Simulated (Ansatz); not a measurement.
Basis sets compared for Si22H28, a nanocrystal cut from cubic silicon. Total charge 0; singlet. Geometry PBE-D4/def2-SVP. Ansatz on 2 threads of AMD EPYC 7R13 on a shared host and a share (18 GiB) of an NVIDIA H100 80GB HBM3; times are rough, and most runs start from earlier orbitals.

Cartesian coordinates in Å:
```
Si 0.814 -2.501 3.201
Si 3.024 0.624 2.762
Si -3.007 -2.217 2.892
Si -0.974 -4.022 0.173
Si 1.225 -0.904 -0.270
Si -0.565 -2.427 -3.309
Si -2.577 -0.617 -0.586
Si 1.633 0.682 -3.746
Si -0.791 0.901 2.434
Si 1.412 4.032 2.014
Si -0.385 2.485 -1.022
Si 3.432 2.211 -0.702
Si -2.186 0.973 -4.073
Si -1.143 -3.597 2.483
Si 1.074 -0.474 2.035
Si 3.281 2.659 1.605
Si -2.752 -0.190 1.722
Si -0.721 -1.999 -1.001
Si 1.483 1.119 -1.439
Si -0.321 -0.404 -4.488
Si -2.341 1.407 -1.764
Si -0.540 2.938 1.283
H 0.737 -2.217 4.681
H 2.017 -3.377 2.950
H 4.218 -0.266 2.512
H 2.928 0.879 4.246
H -3.124 -1.944 4.371
H -4.266 -2.915 2.440
H 0.216 -4.909 -0.102
H -2.213 -4.732 -0.316
H 2.423 -1.788 -0.534
H 0.623 -3.322 -3.570
H -1.809 -3.149 -3.768
H -3.820 -1.334 -1.062
H 2.837 -0.188 -4.011
H 1.818 1.982 -4.489
H -0.875 1.169 3.920
H 1.311 4.329 3.490
H 1.572 5.342 1.280
H -0.204 3.781 -1.780
H 4.629 1.334 -0.980
H 3.603 3.499 -1.471
H -3.443 0.288 -4.551
H -2.040 2.271 -4.830
H -1.304 -4.900 3.234
H 4.536 3.360 2.074
H -3.939 0.713 1.971
H -0.220 -0.683 -5.971
H -3.534 2.291 -1.475
H -1.753 3.805 1.537
```

Single mean-field runs in def2-SVP, def2-mTZVP are fitted with def2-universal-jkfit.

Binding counts from free atoms (Si triplet, H doublet) in the same basis, without a counterpoise term.

```tsv
level	functions	energy (Eh)	HOMO (eV)	LUMO (eV)	binding per atom (eV)	wall time
HF/STO-3G	226	-6300.2094	-6.22	8.27	3.75	4.6 s
HF/6-31G	342	-6371.9153	-9.02	1.77	2.04	6.5 s
r2SCAN-D4/def2-SVP (with forces)	536	-6383.4968	-6.42	-2.01	3.34	11 s
```

Q: Estimate the rows for r2SCAN-D4/def2-mTZVP.

A: 
```json
{"level": "r2SCAN-D4/def2-mTZVP", "functions": "568", "energy (Eh)": "-6385.4922", "HOMO (eV)": "-6.43", "LUMO (eV)": "-1.98", "binding per atom (eV)": "3.28", "wall time": "8 s"}
```
